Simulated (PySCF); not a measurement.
A structure optimised at PBE0-D3(BJ)/def2-TZVP, used in a PySCF frequency run:

```
B
H 1 1.1991
C 1 1.5569 2 119.85
H 3 1.0912 1 115.77 2 174.01
H 3 1.0956 4 109.06 1 126.01
H 3 1.0986 4 107.95 5 113.43
P 1 1.8778 2 116.41 3 173.37
H 7 1.4117 1 102.74 2 43.57
H 7 1.4133 8 99.17 1 -105.49
```

### Question
Write its SMILES and formula.

### Answer
CBP, CH6BP

### Question
What are its rotational constants (standard atomic weights)?

### Answer
33.025, 4.5873, 4.2221 GHz
